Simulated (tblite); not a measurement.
Species: C4H8ClFO3S.
SMILES with atom numbers: `[CH3:1][O:2][CH2:3][C@@:4]([CH3:5])([F:6])[S:7](=[O:8])(=[O:9])[Cl:10]` (hydrogens: H11, H12, H13 on C1; H14, H15 on C3; H16, H17, H18 on C5)

Cartesian coordinates in Å at the GFN2-xTB level; atoms count from 1:
```xyz
18
C4H8ClFO3S angstrom
C      2.4821   -0.4897    0.5536
O      1.3364   -1.2856    0.3167
C      0.4374   -0.7465   -0.6064
C     -0.4295    0.3779   -0.0396
C     -1.0769    0.1016    1.2857
F      0.2256    1.5783   -0.0595
S     -1.7506    0.5954   -1.3096
O     -1.1779    0.9744   -2.5572
O     -2.6202   -0.5358   -1.2694
Cl    -2.7959    2.1775   -0.6097
H      3.1090   -1.0657    1.2303
H      3.0259   -0.3009   -0.3774
H      2.2287    0.4677    1.0170
H     -0.2357   -1.5580   -0.8967
H      0.9508   -0.3658   -1.5008
H     -1.4915    1.0188    1.6990
H     -1.8753   -0.6203    1.1304
H     -0.3510   -0.3171    1.9820
```

Method: GFN2-xTB as coded in tblite; computed harmonic values from a numerical Hessian at the method's own geometry, unscaled. Against measured fundamentals such values can be off by several per cent, at times by over 20. One conformer, not necessarily the lowest.

Harmonic wavenumbers (cm⁻¹): 44.4, 58.2, 87.0, 114.5, 159.1, 167.1, 174.8, 200.9, 246.0, 266.0, 293.0, 320.2, 331.3, 396.4, 409.8, 449.4, 515.0, 533.0, 722.6, 819.1, 937.7, 956.8, 977.2, 1074.9, 1103.0, 1122.7, 1133.8, 1147.3, 1190.4, 1205.7, 1267.7, 1292.5, 1313.6, 1391.5, 1406.0, 1429.1, 1446.6, 1452.3, 1467.0, 1481.8, 2903.3, 2940.3, 2961.0, 2981.6, 3023.3, 3040.2, 3042.7, 3049.5.

A = 1889, B = 651.8, C = 614.5 MHz; mass 189.987 u (most abundant isotopes); point group C1, symmetry number 1.

Task: Zero-point energy?

Result: Half the sum of the wavenumbers: 27524 cm⁻¹ = 329.26 kJ/mol.

Task: Give the ideal-gas entropy at 298.15 K and 1 bar in the rigid-rotor, harmonic-oscillator model (classical rotation).

Result: Translation 174.29, rotation 127.32, vibration 161.93: S = 463.5 J/(mol K).

Task: And Cp and H(298.15 K) − H(0)?

Result: Cp = 183.90 J/(mol K), of which vibrations give 150.64 (their classical limit is 48 R = 399.1); H(298.15 K) − H(0) = 34.93 kJ/mol without the zero-point energy, 25.01 from vibrations.

Task: How do the functions run with temperature in this model?

Result: 
```tsv
T (K)	S (J/(mol K))	Cp (J/(mol K))	H − H(0) (kJ/mol)	G − H(0) (kJ/mol)	ln q(vib)
50	259.4	62.3	2.24	-10.73	0.69
100	313.8	97.6	6.26	-25.12	2.31
373.15	507.8	210.8	49.74	-139.73	11.86
500	575.2	250.6	79.10	-208.50	15.81
750	688.1	305.7	149.19	-366.90	22.87
1000	781.2	340.9	230.32	-550.91	29.14
```

q(vib) and H(0) count from the zero-point level.

Task: Blend soft modes into free rotors: weight 1/[1 + (100 cm⁻¹/ν̃)⁴] for the oscillator and the rest for a rotor with moment μB/(μ + B), μ = h/(8π²ν), B = 10⁻⁴⁴ kg m². What vibrational entropy results?

Result: 149.38 J/(mol K) in place of 161.93, which changes −T·S at 298.15 K by +3.74 kJ/mol.

Task: Which modes carry the vibrational entropy at 298.15 K?

Result: 44.4 cm⁻¹: 21.14; 58.2 cm⁻¹: 18.90; 87.0 cm⁻¹: 15.59; 114.5 cm⁻¹: 13.35; 159.1 cm⁻¹: 10.71; 167.1 cm⁻¹: 10.33 J/(mol K); the other 42 give 71.91 together.

Hindered rotation and anharmonicity are outside this model. Other conformers, if any are populated, would add a mixing term that is left out. The structure is chiral; the term R ln 2 for an equal mix with its mirror image is left out.

Hardware: one thread of an x86-64 server, on a shared host. This covers the Hessian and the dipole derivatives.
